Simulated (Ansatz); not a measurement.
A run for Ansatz (a quantum-chemistry and plane-wave program): U-CCSD(T)/def2-SVP on O2 (SMILES O=O).

Ansatz 0.2 input:
```yaml
crystal:
  periodic: [false, false, false]
  atoms:
    - {symbol: O, position_ang: [0.00000000, -0.00000000, 0.60215214]}
    - {symbol: O, position_ang: [-0.00000000, 0.00000000, -0.60215214]}
basis:
  gaussian:
    orbitals: def2-SVP
magnetization: {spin_polarized: true, initial_magnetization: 2}
correlation: {method: ccsd_t, electrons: outside_noble_gas}
scf: {omitted_lower_state_checks: [cluster_reference]}
```

Program output:

```
WARN ansatz: RAYON_NUM_THREADS=4 ignored (pool sized by the plan → 4); use --threads N
Functional definition: HF
these checks for a lower state are left out or cut short: cluster_reference
integrals: 0.00 GiB planned
259 factors; integrals over basis functions are off by at most 1.2e-3 eV
mean field: 0.05 GiB planned
mean field evaluation 1: about -4067.1436 eV, gradient 1.4e1 eV
mean field evaluation 2: about -4067.1474 eV, gradient 1.4e1 eV
mean field evaluation 4: about -4067.8447 eV, gradient 1.3e0 eV
mean field evaluation 8: about -4067.8582 eV, gradient 4.8e-5 eV
mean field evaluation 16: about -4067.8572 eV, gradient 1.3e-1 eV
mean field -4067.85821879 eV, -149.4910322473 hartree, gradient 5.9e-7 eV, S^2 2.033666; 2 other end points of the search recorded, 0 dependent functions left out
2 core orbitals not correlated
reference -4067.85821879 eV, -149.4910322473 hartree; 7, 5 occupied and 19, 21 virtual orbitals, 259 factors
second order -9.33449060 eV of doubles, -0.00000000 eV of singles
coupled cluster: 0.06 GiB planned
cycle   1  -9.08833251 eV  change    2.5e-1 eV  update   7.1e-2
cycle   2  -9.39416628 eV  change   -3.1e-1 eV  update   2.0e-2
cycle   3  -9.44842940 eV  change   -5.4e-2 eV  update   8.1e-3
cycle   4  -9.44830885 eV  change    1.2e-4 eV  update   1.4e-3
cycle   5  -9.44826629 eV  change    4.3e-5 eV  update   3.9e-4
cycle   6  -9.44839695 eV  change   -1.3e-4 eV  update   1.2e-4
cycle   7  -9.44845279 eV  change   -5.6e-5 eV  update   2.7e-5
cycle   8  -9.44844466 eV  change    8.1e-6 eV  update   6.5e-6
perturbative correction -0.26227696 eV, -0.0096385006 hartree
Total energy: -4077.56894042 eV, -149.8478946848 hartree
Checks for a lower state left out: cluster_reference
```

The run converged.

Cost: very roughly 1.2 core-seconds.
